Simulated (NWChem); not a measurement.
System: C$_{2}$H$_{5}$NOSi; SMILES C[SiH2]N=C=O

Here is an NWChem input.

```
start job
memory heap 200 mb stack 900 mb global 1100 mb
geometry units angstroms noautosym nocenter noautoz
  Si    -0.635538     1.069053     0.001147
  C      0.891645     2.161577     0.001044
  N     -0.162894    -0.601742     0.000149
  C      0.140365    -1.771074    -0.000595
  O      0.442757    -2.915277    -0.001321
  H     -1.473755     1.313288    -1.222368
  H     -1.472735     1.312108     1.225594
  H      0.596794     3.231052     0.001618
  H      1.511562     1.972608    -0.898062
  H      1.512247     1.971847     0.899515
end
basis spherical
  * library 6-31g*
end
dft
  xc b3lyp
  iterations 150
end
cosmo
  do_cosmo_smd true
  solvent benzene
end
task dft energy
```

Excerpt of the output:

```
             Northwest Computational Chemistry Package (NWChem) 7.3.0
             --------------------------------------------------------

                             Geometry "geometry" -> ""
                             -------------------------

 Output coordinates in angstroms (scale by  1.889725989 to convert to a.u.)

  No.       Tag          Charge          X              Y              Z
 ---- ---------------- ---------- -------------- -------------- --------------
    1 Si                  14.0000    -0.63553800     1.06905300     0.00114700
    2 C                    6.0000     0.89164500     2.16157700     0.00104400
    3 N                    7.0000    -0.16289400    -0.60174200     0.00014900
    4 C                    6.0000     0.14036500    -1.77107400    -0.00059500
    5 O                    8.0000     0.44275700    -2.91527700    -0.00132100
    6 H                    1.0000    -1.47375500     1.31328800    -1.22236800
    7 H                    1.0000    -1.47273500     1.31210800     1.22559400
    8 H                    1.0000     0.59679400     3.23105200     0.00161800
    9 H                    1.0000     1.51156200     1.97260800    -0.89806200
   10 H                    1.0000     1.51224700     1.97184700     0.89951500

 Effective nuclear repulsion energy (a.u.)     198.3212947856

                                 NWChem DFT Module
                                 -----------------

 Summary of "ao basis" -> "ao basis" (spherical)
 ------------------------------------------------------------------------------
       Tag                 Description            Shells   Functions and Types
 ---------------- ------------------------------  ------  ---------------------
 Si                          6-31g*                  8       18   4s3p1d
 C                           6-31g*                  6       14   3s2p1d
 N                           6-31g*                  6       14   3s2p1d
 O                           6-31g*                  6       14   3s2p1d
 H                           6-31g*                  2        2   2s

 in cosmo_initialize ...
 calling solv_data for solv:benzene

 solvent parameters
 solvname_short: benzene
 solvname_long:  benzene
 dielec:        2.2706
 dielecinf:     2.2533
 nonaqueous SMD model solvent descriptors
 dielec:        2.2706
 sola:          0.0000
 solb:          0.1400
 solc:          1.0000
 solg:         40.6200
 solh:          0.0000
 soln:          1.5011

[...]

                                COSMO-SMD solvation results
                                ---------------------------

             internal energy in gas <Psi(g)|H|Psi(g)> =      -498.734026924464
         internal energy in solvent <Psi(s)|H|Psi(s)> =      -498.733916604732
                               delta internal energy  =         0.000110319732 (    0.07 kcal/mol)
   total free energy in solvent <Psi(s)|H+V/2|Psi(s)> =      -498.735922935169
 polarization energy contribution <Psi(s)|V/2|Psi(s)> =        -0.002006330436 (   -1.26 kcal/mol)
    total free energy in solvent including G(SMD-CDS) =      -498.736719190181
                       G(SMD-CDS) energy contribution =        -0.000796255012 (   -0.50 kcal/mol)
     1 M fixed-concentration free energy of solvation =        -0.002692265717 (   -1.69 kcal/mol)

                       DFT Final Molecular Orbital Analysis
                       ------------------------------------

 Vector   21  Occ=2.000000D+00  E=-3.461917D-01
              MO Center=  1.2D-01,  8.3D-01,  7.3D-04, r^2= 4.5D+00
   Bfn.  Coefficient  Atom+Function         Bfn.  Coefficient  Atom+Function
  ----- ------------  ---------------      ----- ------------  ---------------
     7      0.329489   1 Si px               21     -0.313832   2 C  px
    63     -0.222838   5 O  px               35      0.200681   3 N  px
    25     -0.168090   2 C  px               67     -0.151539   5 O  px
    22     -0.149088   2 C  py               39      0.139363   3 N  px
     3     -0.138232   1 Si px                8      0.131454   1 Si py

 Vector   22  Occ=2.000000D+00  E=-2.926812D-01
              MO Center= -2.2D-01, -9.1D-01, -2.4D-05, r^2= 3.8D+00
   Bfn.  Coefficient  Atom+Function         Bfn.  Coefficient  Atom+Function
  ----- ------------  ---------------      ----- ------------  ---------------
    37      0.428346   3 N  pz               65     -0.375803   5 O  pz
    41      0.340331   3 N  pz               69     -0.272049   5 O  pz
    76      0.197590   6 H  s                78     -0.197574   7 H  s
     9     -0.130982   1 Si pz               75      0.126986   6 H  s
    77     -0.126974   7 H  s                51      0.099048   4 C  pz

 Vector   23  Occ=2.000000D+00  E=-2.907248D-01
              MO Center=  7.4D-02, -6.1D-01,  3.4D-05, r^2= 4.3D+00
   Bfn.  Coefficient  Atom+Function         Bfn.  Coefficient  Atom+Function
  ----- ------------  ---------------      ----- ------------  ---------------
    35      0.397286   3 N  px               63     -0.349749   5 O  px
    39      0.316159   3 N  px               67     -0.254158   5 O  px
    21      0.171902   2 C  px               22      0.151476   2 C  py
     7     -0.150263   1 Si px               25      0.129070   2 C  px
    24     -0.127514   2 C  s                36      0.112070   3 N  py

 Vector   24  Occ=0.000000D+00  E= 2.336198D-02
              MO Center= -4.0D-01, -5.8D-03,  5.1D-04, r^2= 5.7D+00
   Bfn.  Coefficient  Atom+Function         Bfn.  Coefficient  Atom+Function
  ----- ------------  ---------------      ----- ------------  ---------------
    24     -0.819702   2 C  s                12      0.783032   1 Si py
    11      0.495892   1 Si px               53     -0.410860   4 C  px
    49     -0.378632   4 C  px               25      0.237623   2 C  px
    67      0.233329   5 O  px               63      0.229924   5 O  px
     8      0.214996   1 Si py               38      0.215948   3 N  s

[...]
```

Level: B3LYP/6-31G* (spherical d), SMD on the gas-phase geometry. Coordinates come from a PBE-D3(BJ)/def2-SVP optimisation. Solvent: benzene.
